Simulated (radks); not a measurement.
Charge is removed step by step from the 3p3/2 level of Ca+, starting from [Ne] 3s2 3p(1/2: 2, 3/2: 4) 4s1. Method: Dirac Kohn-Sham, PBEsol, spin-unpolarised, spherical densities, finite nucleus; Fermi nuclear charge, rms radius 3.4776 fm; computed with a radial shooting solver on a logarithmic mesh with Libxc functionals.

[
 {"removed (e)": "0", "E - E(0) (eV)": "0.000", "eigenvalue (eV)": "-34.701", "E minus straight line (eV)": "0.000"},
 {"removed (e)": "0.125", "E - E(0) (eV)": "4.451", "eigenvalue (eV)": "-36.525", "E minus straight line (eV)": "-0.825"},
 {"removed (e)": "0.25", "E - E(0) (eV)": "9.132", "eigenvalue (eV)": "-38.375", "E minus straight line (eV)": "-1.421"},
 {"removed (e)": "0.375", "E - E(0) (eV)": "14.046", "eigenvalue (eV)": "-40.251", "E minus straight line (eV)": "-1.783"},
 {"removed (e)": "0.5", "E - E(0) (eV)": "19.196", "eigenvalue (eV)": "-42.150", "E minus straight line (eV)": "-1.910"},
 {"removed (e)": "0.625", "E - E(0) (eV)": "24.585", "eigenvalue (eV)": "-44.073", "E minus straight line (eV)": "-1.798"},
 {"removed (e)": "0.75", "E - E(0) (eV)": "30.215", "eigenvalue (eV)": "-46.018", "E minus straight line (eV)": "-1.444"},
 {"removed (e)": "0.875", "E - E(0) (eV)": "36.090", "eigenvalue (eV)": "-47.986", "E minus straight line (eV)": "-0.846"},
 {"removed (e)": "1", "E - E(0) (eV)": "42.212", "eigenvalue (eV)": "-49.975", "E minus straight line (eV)": "0.000"}
]

Removing the whole electron costs 42.212 eV by Delta-SCF, against 34.701 eV from minus the eigenvalue at the starting occupation. Slater's transition state (half an electron removed) gives 42.150 eV. Integrating minus the eigenvalue over the occupation (Janak's theorem) gives 42.212 eV. The mean slope of the eigenvalue, de/dn, is 15.3 eV per electron.
